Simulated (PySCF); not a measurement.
Ionisation energy of As⁺ by level of theory

As⁺ [Ar] 3d10 4s2 4p2 (3P) → As²⁺ [Ar] 3d10 4s2 4p1 (2P), as a difference of total energies. Calculation: PySCF 2.14, in Sapporo-DKH3-DZP-2012; scalar relativity by spin-free X2C-1e. Correlated levels: valence: [Ar] 3d10 frozen. The calculations carry no spin-orbit coupling.

```tsv
method	ionisation energy (eV)	difference from reference (eV)
UHF	18.013	-0.576
LDA	18.693	+0.104
BP86	18.647	+0.058
MP2 (valence)	18.296	-0.293
SCS-MP2 (valence)	18.233	-0.356
CCSD (valence)	18.337	-0.252
CCSD(T) (valence)	18.345	-0.244
```

Reference: 18.589 eV (measured; NIST Atomic Spectra Database, ionization energies).

The reference lies between the lowest fine-structure levels, while these numbers refer to the centres of the terms.

Errors of the correlated levels include the incompleteness of this basis and the frozen core.
